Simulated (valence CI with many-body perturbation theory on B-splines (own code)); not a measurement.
# In36+: key properties

Calculated by relativistic CI+MBPT: three valence electrons over a frozen Dirac-Fock core [Ne], a basis of 11 s, 11 p, 10 d, 8 f, 5 g, 2 h functions for each j, with the one-electron correlation potential Σ1, the two-electron term Σ2, the three-electron term Σ3, Breit, model QED; selected CI, second order for the rest, scaled by the run's own slope (own B-spline code, finite nucleus).

The last digits are not significant, and no measured levels were compared; by estimate large intervals hold to a few tenths of a per cent, small ones and those within an open d or f shell to about a per cent.

Levels are named by their leading jj configuration (3d3/2^4 stands for four electrons in 3d with j = 3/2), which in mixed levels can hold well under half, so a name can repeat and another be missing.

Rates and lifetimes use the calculated energies. Strong lines usually hold to 10 to 20 %, long lifetimes can be off by a factor of two.

What is the ground level?

(3s^2 3p1/2) J=1/2, composition 99 % 3s2 3p 2P°, g = 0.659.

Where does the other parity begin?

At (3s 3p1/2^2) J=1/2, 698.99 × 10³ cm⁻¹.

How well does LS coupling describe the low levels?

Among the lowest 20 levels the leading LS term, summed over configurations, holds 70 % on average. For single configurations the figures are 66 % in LS and 85 % in jj coupling. Terms mix most in the J = 5/2 level at 2180.9 × 10³ cm⁻¹, where the leading one holds 32 %.

What is the ionisation energy?

2396.6 eV; NIST lists 2373 ± 11 eV (semi-empirical).

Among levels below 9456.8 × 10³ cm⁻¹, which E1 lines absorb most strongly from the ground level?

to (3s^2 3d3/2) J=3/2 at 6.571 nm, f = 0.351; to (3s 3p1/2 3p3/2) J=1/2 at 7.915 nm, f = 0.189; to (3s 3p1/2 3p3/2) J=3/2 at 8.369 nm, f = 0.104.
